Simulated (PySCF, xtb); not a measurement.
C₃H₈FNSi, SMILES N(/[C@@H]([SiH3])F)=C\C.

GFN2-xTB run with xtb 6.7.1 at its own geometry gives an orbital gap of 4.00 eV and a dipole moment of 1.67 D.

Geometry optimised at ωB97X-D3(BJ)/def2-SVP. The structure was generated by enumeration; whether it is a known compound was not checked. The values are those of a single conformer.

Task: What does PBE/def2-TZVP in PySCF give? (An estimate is asked for; the answer gives what the named calculation found.)

Result: gap 4.95 eV (levels -6.36 and -1.41 eV), dipole 0.93 D.
